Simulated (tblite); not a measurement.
A geometry optimisation, step by step.

Species: C6H8ClNS.
SMILES with atom numbers: `[N:1]#[C:2]/[C:3]([Cl:4])=[CH:5]/[CH2:6][CH2:7][CH2:8][SH:9]` (hydrogens: H10 on C5; H11, H12 on C6; H13, H14 on C7; H15, H16 on C8; H17 on S9)

Computed with GFN2-xTB (tblite), gas phase: L-BFGS steps from a force-field or distance-geometry start until the largest atomic force falls under 0.01 eV/Å. 9 of its 34 geometries are shown.

Step 0: E = -750.3936 eV, largest atomic force 3.651 eV/Å
```
atom  x, y, z in Å  |  force x, y, z in eV/Å
N1      4.844   -0.208    0.385   -3.267   1.323  -0.952
C2      3.783    0.207    0.085    3.144  -1.211   0.953
C3      2.502    0.676   -0.260   -0.832  -0.424  -0.126
Cl4     2.336    2.398   -0.467    0.133  -0.073   0.023
C5      1.456   -0.165   -0.415    0.003   0.169  -0.200
C6      0.039    0.184   -0.807    0.682   0.083  -0.127
C7     -0.918   -0.056    0.358    0.113  -0.313   0.320
C8     -2.346    0.285   -0.035    0.195   0.051  -0.216
S9     -3.487   -0.034    1.340   -0.151   0.061   0.222
H10     1.631   -1.230   -0.270    0.049   0.263   0.041
H11    -0.049    1.219   -1.147    0.176   0.003   0.162
H12    -0.246   -0.447   -1.655    0.022  -0.090   0.108
H13    -0.859   -1.108    0.685   -0.075   0.278  -0.160
H14    -0.609    0.555    1.216   -0.063  -0.002  -0.143
H15    -2.670   -0.322   -0.889   -0.052   0.019   0.308
H16    -2.437    1.334   -0.315   -0.002   0.050   0.004
H17    -2.977    0.883    2.182   -0.075  -0.189  -0.217
```

Step 4: E = -750.4902 eV, largest atomic force 0.699 eV/Å
```
atom  x, y, z in Å  |  force x, y, z in eV/Å
N1      4.814   -0.192    0.374    0.440  -0.104   0.106
C2      3.781    0.205    0.089   -0.662   0.181  -0.134
C3      2.487    0.663   -0.261   -0.050   0.104  -0.019
Cl4     2.345    2.389   -0.465    0.089  -0.057   0.012
C5      1.454   -0.166   -0.427   -0.038  -0.080  -0.067
C6      0.058    0.185   -0.810   -0.054   0.020  -0.016
C7     -0.909   -0.059    0.360    0.027   0.014  -0.006
C8     -2.335    0.288   -0.036   -0.015   0.026   0.048
S9     -3.495   -0.033    1.344   -0.006  -0.022  -0.108
H10     1.634   -1.219   -0.267    0.044  -0.079   0.037
H11    -0.035    1.221   -1.137    0.169   0.043   0.078
H12    -0.243   -0.451   -1.648    0.019  -0.042   0.015
H13    -0.863   -1.103    0.678   -0.002   0.001  -0.053
H14    -0.611    0.556    1.212    0.036   0.034  -0.007
H15    -2.675   -0.324   -0.873   -0.033  -0.036   0.125
H16    -2.436    1.337   -0.315    0.036   0.012   0.010
H17    -2.980    0.875    2.172    0.000  -0.016  -0.021
```

Step 8: E = -750.5030 eV, largest atomic force 0.151 eV/Å
```
atom  x, y, z in Å  |  force x, y, z in eV/Å
N1      4.803   -0.176    0.369   -0.126   0.072  -0.022
C2      3.757    0.204    0.091    0.143  -0.039   0.029
C3      2.470    0.665   -0.264    0.019  -0.040   0.009
Cl4     2.359    2.387   -0.465   -0.011   0.046  -0.020
C5      1.449   -0.177   -0.437   -0.033  -0.033   0.052
C6      0.057    0.184   -0.813    0.010  -0.022   0.000
C7     -0.905   -0.056    0.359   -0.010   0.009   0.003
C8     -2.332    0.292   -0.031   -0.004   0.001  -0.013
S9     -3.498   -0.034    1.334   -0.026   0.014   0.036
H10     1.641   -1.227   -0.261   -0.003  -0.014  -0.012
H11    -0.006    1.228   -1.124    0.051  -0.024  -0.004
H12    -0.242   -0.456   -1.646   -0.059   0.050  -0.045
H13    -0.863   -1.102    0.669    0.016   0.009   0.001
H14    -0.604    0.561    1.210    0.039  -0.006  -0.001
H15    -2.681   -0.331   -0.853    0.005  -0.015  -0.020
H16    -2.430    1.340   -0.314    0.011   0.008  -0.012
H17    -2.982    0.869    2.166   -0.022  -0.016   0.018
```

Step 12: E = -750.5053 eV, largest atomic force 0.087 eV/Å
```
atom  x, y, z in Å  |  force x, y, z in eV/Å
N1      4.802   -0.168    0.371    0.082  -0.006   0.028
C2      3.756    0.205    0.090   -0.063   0.036  -0.010
C3      2.467    0.661   -0.264   -0.012   0.004   0.001
Cl4     2.360    2.389   -0.468   -0.023  -0.072  -0.008
C5      1.446   -0.183   -0.431    0.024   0.000  -0.037
C6      0.057    0.181   -0.814    0.000   0.014  -0.004
C7     -0.906   -0.054    0.359    0.010  -0.008  -0.006
C8     -2.333    0.293   -0.031    0.005  -0.003   0.014
S9     -3.503   -0.033    1.335    0.003   0.008  -0.024
H10     1.642   -1.234   -0.262   -0.008  -0.010   0.009
H11     0.010    1.226   -1.122    0.005   0.015   0.002
H12    -0.253   -0.447   -1.653   -0.003   0.024   0.004
H13    -0.860   -1.100    0.668   -0.004  -0.003   0.012
H14    -0.596    0.561    1.208   -0.005  -0.001  -0.012
H15    -2.681   -0.334   -0.852    0.010   0.017   0.007
H16    -2.427    1.341   -0.316   -0.012  -0.017  -0.006
H17    -2.987    0.866    2.170   -0.008   0.003   0.028
```

Step 16: E = -750.5066 eV, largest atomic force 0.087 eV/Å
```
atom  x, y, z in Å  |  force x, y, z in eV/Å
N1      4.805   -0.157    0.374   -0.043   0.041  -0.006
C2      3.756    0.209    0.093    0.070  -0.042   0.031
C3      2.465    0.656   -0.263    0.018  -0.038  -0.012
Cl4     2.353    2.378   -0.473   -0.023   0.041  -0.014
C5      1.446   -0.190   -0.436   -0.019  -0.025  -0.008
C6      0.058    0.182   -0.815    0.000   0.005  -0.006
C7     -0.904   -0.054    0.359    0.002   0.009   0.008
C8     -2.332    0.293   -0.029    0.008   0.008  -0.013
S9     -3.506   -0.029    1.333    0.004   0.001   0.012
H10     1.640   -1.240   -0.260   -0.012  -0.017  -0.006
H11     0.021    1.229   -1.119   -0.020   0.020   0.020
H12    -0.261   -0.435   -1.658    0.015  -0.013  -0.010
H13    -0.859   -1.100    0.670    0.005   0.000  -0.008
H14    -0.592    0.561    1.205   -0.004   0.013   0.016
H15    -2.679   -0.333   -0.850   -0.003  -0.013  -0.001
H16    -2.428    1.339   -0.319    0.007   0.018   0.005
H17    -2.992    0.863    2.178   -0.005  -0.010  -0.008
```

Step 21: E = -750.5075 eV, largest atomic force 0.034 eV/Å
```
atom  x, y, z in Å  |  force x, y, z in eV/Å
N1      4.811   -0.143    0.381    0.013   0.005   0.019
C2      3.758    0.207    0.097   -0.016   0.017  -0.020
C3      2.466    0.646   -0.266   -0.008   0.007  -0.001
Cl4     2.343    2.371   -0.480    0.014  -0.031  -0.001
C5      1.446   -0.198   -0.440    0.004   0.008   0.007
C6      0.059    0.184   -0.817   -0.009   0.000   0.014
C7     -0.902   -0.052    0.359   -0.015  -0.001   0.001
C8     -2.330    0.295   -0.029   -0.009  -0.001   0.012
S9     -3.507   -0.027    1.332    0.015  -0.008  -0.017
H10     1.633   -1.248   -0.262   -0.013  -0.003  -0.014
H11     0.024    1.234   -1.112    0.001  -0.008  -0.001
H12    -0.262   -0.429   -1.663    0.004   0.005   0.009
H13    -0.857   -1.098    0.669    0.002   0.005   0.000
H14    -0.590    0.564    1.206   -0.001  -0.003  -0.010
H15    -2.677   -0.335   -0.848    0.006   0.014   0.005
H16    -2.426    1.342   -0.320    0.004  -0.009   0.004
H17    -2.996    0.860    2.183    0.009   0.003  -0.007
```

Step 25: E = -750.5078 eV, largest atomic force 0.020 eV/Å
```
atom  x, y, z in Å  |  force x, y, z in eV/Å
N1      4.813   -0.136    0.386   -0.008   0.010   0.003
C2      3.759    0.208    0.095    0.010  -0.006   0.005
C3      2.466    0.642   -0.268    0.002  -0.009  -0.001
Cl4     2.343    2.365   -0.483    0.010   0.016  -0.005
C5      1.444   -0.200   -0.439   -0.007  -0.006  -0.004
C6      0.058    0.185   -0.815    0.001   0.004  -0.005
C7     -0.902   -0.051    0.359    0.008  -0.005   0.004
C8     -2.330    0.296   -0.028    0.006  -0.002  -0.006
S9     -3.506   -0.029    1.331   -0.007  -0.003   0.013
H10     1.629   -1.252   -0.266    0.001  -0.003  -0.002
H11     0.024    1.234   -1.109    0.003   0.008  -0.005
H12    -0.262   -0.426   -1.663   -0.008  -0.003   0.003
H13    -0.856   -1.097    0.669   -0.007  -0.011   0.010
H14    -0.590    0.565    1.206   -0.001   0.002   0.006
H15    -2.676   -0.334   -0.847   -0.003   0.004  -0.013
H16    -2.425    1.342   -0.319   -0.005   0.004   0.004
H17    -2.995    0.859    2.182    0.005  -0.001  -0.007
```

Step 29: E = -750.5079 eV, largest atomic force 0.012 eV/Å
```
atom  x, y, z in Å  |  force x, y, z in eV/Å
N1      4.814   -0.130    0.390    0.005   0.002   0.002
C2      3.759    0.208    0.095   -0.007  -0.002   0.008
C3      2.466    0.640   -0.270    0.002   0.007  -0.005
Cl4     2.345    2.364   -0.485    0.005  -0.009  -0.002
C5      1.443   -0.202   -0.440    0.009   0.005  -0.007
C6      0.058    0.185   -0.815   -0.001  -0.006   0.001
C7     -0.902   -0.052    0.360   -0.007   0.004  -0.002
C8     -2.330    0.296   -0.028   -0.006  -0.001   0.002
S9     -3.506   -0.030    1.331    0.006   0.000  -0.008
H10     1.626   -1.254   -0.269    0.003   0.004   0.002
H11     0.025    1.235   -1.109   -0.001  -0.009   0.003
H12    -0.263   -0.425   -1.663   -0.009   0.000  -0.002
H13    -0.857   -1.098    0.671    0.000   0.010  -0.001
H14    -0.591    0.565    1.207   -0.002  -0.007   0.002
H15    -2.676   -0.331   -0.850    0.002   0.003   0.000
H16    -2.425    1.343   -0.317   -0.001  -0.003   0.008
H17    -2.994    0.858    2.180    0.002   0.001   0.002
```

Step 33: E = -750.5080 eV, largest atomic force 0.006 eV/Å
```
atom  x, y, z in Å  |  force x, y, z in eV/Å
N1      4.814   -0.126    0.393   -0.001  -0.002   0.004
C2      3.759    0.207    0.097    0.004   0.003  -0.001
C3      2.466    0.639   -0.271    0.000  -0.004   0.002
Cl4     2.347    2.363   -0.487    0.001   0.002  -0.004
C5      1.444   -0.202   -0.442   -0.004  -0.002   0.001
C6      0.057    0.185   -0.815   -0.002   0.000  -0.002
C7     -0.903   -0.052    0.360    0.002  -0.001   0.000
C8     -2.330    0.296   -0.028    0.003   0.004   0.000
S9     -3.505   -0.031    1.331   -0.001  -0.001   0.002
H10     1.626   -1.255   -0.270    0.006   0.001   0.002
H11     0.025    1.235   -1.108   -0.003   0.000  -0.001
H12    -0.266   -0.425   -1.662   -0.001  -0.001  -0.001
H13    -0.858   -1.097    0.672    0.000  -0.003  -0.004
H14    -0.591    0.564    1.207   -0.001   0.002  -0.001
H15    -2.676   -0.330   -0.851    0.000   0.000   0.002
H16    -2.425    1.343   -0.315   -0.001   0.006   0.001
H17    -2.992    0.858    2.180   -0.001  -0.003   0.000
```

**Question.** Summarise the path.

**Answer.** The energy falls by 2.64 kcal/mol from step 0 to step 33; nine tenths of that is first reached at step 6. It rises by more than 0.2 meV at step 1. The largest force goes from 3.651 to 0.006 eV/Å. Among the bonds N1≡C2 changes most, from 1.178 to 1.146 Å; the atoms move by 0.041 Å rms after alignment.

**Question.** Follow the three bonds and two angles with the largest change from start to end.

**Answer.** 
```json
{"step": "0", "E above end (kcal/mol)": "2.64", "largest force (eV/Å)": "3.651", "N1≡C2 (Å)": "1.178", "C5–C6 (Å)": "1.511", "C3=C5 (Å)": "1.350", "S9–C8–H15 (°)": "107.8", "C2–C3–Cl4 (°)": "116.4"}
{"step": "1", "E above end (kcal/mol)": "9.93", "largest force (eV/Å)": "12.508", "N1≡C2 (Å)": "1.076", "C5–C6 (Å)": "1.501", "C3=C5 (Å)": "1.336", "S9–C8–H15 (°)": "107.5", "C2–C3–Cl4 (°)": "115.6"}
{"step": "3", "E above end (kcal/mol)": "0.64", "largest force (eV/Å)": "0.426", "N1≡C2 (Å)": "1.149", "C5–C6 (Å)": "1.495", "C3=C5 (Å)": "1.341", "S9–C8–H15 (°)": "107.1", "C2–C3–Cl4 (°)": "115.5"}
{"step": "4", "E above end (kcal/mol)": "0.41", "largest force (eV/Å)": "0.699", "N1≡C2 (Å)": "1.142", "C5–C6 (Å)": "1.489", "C3=C5 (Å)": "1.335", "S9–C8–H15 (°)": "106.4", "C2–C3–Cl4 (°)": "115.0"}
{"step": "6", "E above end (kcal/mol)": "0.19", "largest force (eV/Å)": "0.125", "N1≡C2 (Å)": "1.145", "C5–C6 (Å)": "1.485", "C3=C5 (Å)": "1.334", "S9–C8–H15 (°)": "105.3", "C2–C3–Cl4 (°)": "114.5"}
{"step": "7", "E above end (kcal/mol)": "0.15", "largest force (eV/Å)": "0.143", "N1≡C2 (Å)": "1.147", "C5–C6 (Å)": "1.485", "C3=C5 (Å)": "1.334", "S9–C8–H15 (°)": "105.1", "C2–C3–Cl4 (°)": "114.4"}
{"step": "9", "E above end (kcal/mol)": "0.10", "largest force (eV/Å)": "0.082", "N1≡C2 (Å)": "1.146", "C5–C6 (Å)": "1.487", "C3=C5 (Å)": "1.335", "S9–C8–H15 (°)": "104.9", "C2–C3–Cl4 (°)": "114.2"}
{"step": "10", "E above end (kcal/mol)": "0.08", "largest force (eV/Å)": "0.067", "N1≡C2 (Å)": "1.146", "C5–C6 (Å)": "1.487", "C3=C5 (Å)": "1.335", "S9–C8–H15 (°)": "104.9", "C2–C3–Cl4 (°)": "114.1"}
{"step": "11", "E above end (kcal/mol)": "0.07", "largest force (eV/Å)": "0.090", "N1≡C2 (Å)": "1.145", "C5–C6 (Å)": "1.487", "C3=C5 (Å)": "1.335", "S9–C8–H15 (°)": "104.9", "C2–C3–Cl4 (°)": "114.0"}
{"step": "13", "E above end (kcal/mol)": "0.06", "largest force (eV/Å)": "0.051", "N1≡C2 (Å)": "1.146", "C5–C6 (Å)": "1.486", "C3=C5 (Å)": "1.335", "S9–C8–H15 (°)": "104.8", "C2–C3–Cl4 (°)": "113.9"}
{"step": "14", "E above end (kcal/mol)": "0.05", "largest force (eV/Å)": "0.050", "N1≡C2 (Å)": "1.146", "C5–C6 (Å)": "1.486", "C3=C5 (Å)": "1.335", "S9–C8–H15 (°)": "104.8", "C2–C3–Cl4 (°)": "113.8"}
{"step": "16", "E above end (kcal/mol)": "0.03", "largest force (eV/Å)": "0.087", "N1≡C2 (Å)": "1.146", "C5–C6 (Å)": "1.487", "C3=C5 (Å)": "1.335", "S9–C8–H15 (°)": "104.8", "C2–C3–Cl4 (°)": "113.8"}
{"step": "17", "E above end (kcal/mol)": "0.03", "largest force (eV/Å)": "0.046", "N1≡C2 (Å)": "1.146", "C5–C6 (Å)": "1.487", "C3=C5 (Å)": "1.335", "S9–C8–H15 (°)": "104.8", "C2–C3–Cl4 (°)": "113.8"}
{"step": "19", "E above end (kcal/mol)": "0.02", "largest force (eV/Å)": "0.041", "N1≡C2 (Å)": "1.146", "C5–C6 (Å)": "1.487", "C3=C5 (Å)": "1.335", "S9–C8–H15 (°)": "104.7", "C2–C3–Cl4 (°)": "113.8"}
{"step": "20", "E above end (kcal/mol)": "0.01", "largest force (eV/Å)": "0.048", "N1≡C2 (Å)": "1.146", "C5–C6 (Å)": "1.487", "C3=C5 (Å)": "1.335", "S9–C8–H15 (°)": "104.7", "C2–C3–Cl4 (°)": "113.8"}
{"step": "22", "E above end (kcal/mol)": "0.01", "largest force (eV/Å)": "0.021", "N1≡C2 (Å)": "1.146", "C5–C6 (Å)": "1.487", "C3=C5 (Å)": "1.335", "S9–C8–H15 (°)": "104.6", "C2–C3–Cl4 (°)": "113.8"}
{"step": "23", "E above end (kcal/mol)": "0.01", "largest force (eV/Å)": "0.025", "N1≡C2 (Å)": "1.146", "C5–C6 (Å)": "1.487", "C3=C5 (Å)": "1.335", "S9–C8–H15 (°)": "104.6", "C2–C3–Cl4 (°)": "113.8"}
{"step": "24", "E above end (kcal/mol)": "0.01", "largest force (eV/Å)": "0.023", "N1≡C2 (Å)": "1.146", "C5–C6 (Å)": "1.487", "C3=C5 (Å)": "1.335", "S9–C8–H15 (°)": "104.6", "C2–C3–Cl4 (°)": "113.7"}
{"step": "26", "E above end (kcal/mol)": "0.00", "largest force (eV/Å)": "0.016", "N1≡C2 (Å)": "1.146", "C5–C6 (Å)": "1.487", "C3=C5 (Å)": "1.335", "S9–C8–H15 (°)": "104.6", "C2–C3–Cl4 (°)": "113.6"}
{"step": "27", "E above end (kcal/mol)": "0.00", "largest force (eV/Å)": "0.018", "N1≡C2 (Å)": "1.146", "C5–C6 (Å)": "1.487", "C3=C5 (Å)": "1.335", "S9–C8–H15 (°)": "104.6", "C2–C3–Cl4 (°)": "113.5"}
{"step": "29", "E above end (kcal/mol)": "0.00", "largest force (eV/Å)": "0.012", "N1≡C2 (Å)": "1.146", "C5–C6 (Å)": "1.487", "C3=C5 (Å)": "1.335", "S9–C8–H15 (°)": "104.7", "C2–C3–Cl4 (°)": "113.5"}
{"step": "30", "E above end (kcal/mol)": "0.00", "largest force (eV/Å)": "0.014", "N1≡C2 (Å)": "1.146", "C5–C6 (Å)": "1.487", "C3=C5 (Å)": "1.335", "S9–C8–H15 (°)": "104.7", "C2–C3–Cl4 (°)": "113.5"}
{"step": "32", "E above end (kcal/mol)": "0.00", "largest force (eV/Å)": "0.010", "N1≡C2 (Å)": "1.146", "C5–C6 (Å)": "1.487", "C3=C5 (Å)": "1.335", "S9–C8–H15 (°)": "104.8", "C2–C3–Cl4 (°)": "113.4"}
{"step": "33", "E above end (kcal/mol)": "0.00", "largest force (eV/Å)": "0.006", "N1≡C2 (Å)": "1.146", "C5–C6 (Å)": "1.487", "C3=C5 (Å)": "1.335", "S9–C8–H15 (°)": "104.8", "C2–C3–Cl4 (°)": "113.4"}
```

The cost below is that of the whole relaxation. On one thread of an Intel Xeon Platinum 8259CL at 2.50 GHz, shared host with 48 logical CPUs at a one-minute load of 42, this took 0.62 s of wall time.
